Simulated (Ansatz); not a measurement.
```xyz
8

F     1.728   -1.649    0.383
B     0.995   -0.620    0.018
C    -0.159   -0.410   -0.901
Ge   -0.125    0.777    0.890
H    -0.186    0.470   -1.542
H    -0.803   -1.212   -1.256
H    -0.364    2.194    0.364
H    -1.086    0.450    2.043
```

Total charge 0; spin multiplicity 1.

(1) List the r2SCAN/def2-TZVPP orbital energies in eV (the Gaussian-basis code of Ansatz). (Estimate.)

Results:

(1) Ansatz gave: Occupied: -10834.25, -1349.37, -1199.45, -1199.40, -1199.39, -666.87, -273.06, -182.15, -167.52, -117.31, -117.18, -117.14, -32.23, -30.55, -30.51, -30.50, -30.42, -30.38, -18.71, -14.17, -13.81, -11.87, -11.59, -11.33, -10.66, -8.76, -7.09, -6.06. Lowest empty: -1.90, -0.83, 0.24, 1.29, 1.61, 2.73, 2.87, 3.30.
